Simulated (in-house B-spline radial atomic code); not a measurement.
The numbers below are computed, except where a source is named.
# Light and heavy implants in Ge at 5 keV

The pair potential comes from two frozen, spherical free-atom densities (PBE, B-spline radial code, scalar-relativistic past argon): electrostatics plus the change in Thomas-Fermi kinetic and Dirac exchange energy where they overlap, the recipe behind the universal ZBL potential, which averages such potentials (from solid-state densities) over many pairs. It is written V = (Z1 Z2 e²/r) φ(r/a), with e² = 14.3996 eV·Å and a = 0.46850 Å/(Z1^0.23 + Z2^0.23); ZBL's fit is φ = 0.18175 e^(−3.1998x) + 0.50986 e^(−0.94229x) + 0.28022 e^(−0.4029x) + 0.02817 e^(−0.20162x). Where φ falls below 4e-4 it is continued as an exponential.

The target, Ge, is taken as amorphous, density 5.3234 g/cm³ (NSM archive of the Ioffe Institute); nuclear stopping from classical scattering on these potentials, electronic stopping by Lindhard and Scharff, compounds by atom fraction, projected range from N (S_n + S_e) dR_p/dE = 1 − N S_n (M2/M1) R_p/(2E), which runs up to 8 % short of the full integral equation; no channelling. Lindhard and Scharff's S_e can be off by tens of per cent.

```json
{"ion": "B", "mass (u)": "10.81", "N S_n (eV/nm)": "76.1", "N S_e (eV/nm)": "51.5", "S_n = S_e at (keV)": "11", "path (nm)": "56", "projected range (nm)": "13.7"}
{"ion": "N", "mass (u)": "14.01", "N S_n (eV/nm)": "127", "N S_e (eV/nm)": "61.7", "S_n = S_e at (keV)": "21", "path (nm)": "38.8", "projected range (nm)": "10.4"}
{"ion": "F", "mass (u)": "19.0", "N S_n (eV/nm)": "198", "N S_e (eV/nm)": "66.1", "S_n = S_e at (keV)": "42", "path (nm)": "28.6", "projected range (nm)": "8.61"}
{"ion": "Ar", "mass (u)": "39.95", "N S_n (eV/nm)": "508", "N S_e (eV/nm)": "80.3", "S_n = S_e at (keV)": "200", "path (nm)": "13.9", "projected range (nm)": "5.88"}
{"ion": "Ga", "mass (u)": "69.72", "N S_n (eV/nm)": "858", "N S_e (eV/nm)": "89.7", "S_n = S_e at (keV)": "650", "path (nm)": "9.63", "projected range (nm)": "5.08"}
{"ion": "As", "mass (u)": "74.92", "N S_n (eV/nm)": "901", "N S_e (eV/nm)": "90.2", "S_n = S_e at (keV)": "750", "path (nm)": "9.24", "projected range (nm)": "5.04"}
{"ion": "Te", "mass (u)": "127.6", "N S_n (eV/nm)": "1240", "N S_e (eV/nm)": "91.8", "S_n = S_e at (keV)": "2100", "path (nm)": "7.3", "projected range (nm)": "4.8"}
{"ion": "Xe", "mass (u)": "131.29", "N S_n (eV/nm)": "1260", "N S_e (eV/nm)": "92.5", "S_n = S_e at (keV)": "2200", "path (nm)": "7.19", "projected range (nm)": "4.76"}
```

**Question.** How do the nuclear share and the range change from the lightest ion to the heaviest?

**Answer.** The nuclear share goes from 60 % for B to 93 % for Xe, and the projected range from 13.7 to 4.76 nm, a factor of 2.9. S_e changes by a factor of 1.80, since the heavy ion is slower but has the larger Z1, while S_n grows 17-fold. The heavy ion also keeps its direction better: R_p is 0.66 of the path, against 0.24.

**Question.** With a displacement energy of 15 eV taken for illustration, how many displacements per nanometre does N start at entry, by the rule 0.8 E_damage/(2 E_d)?

**Answer.** Taking all nuclear loss as damage energy, an upper bound, 0.8 × 127/(2 × 15) = 3.39 per nm.
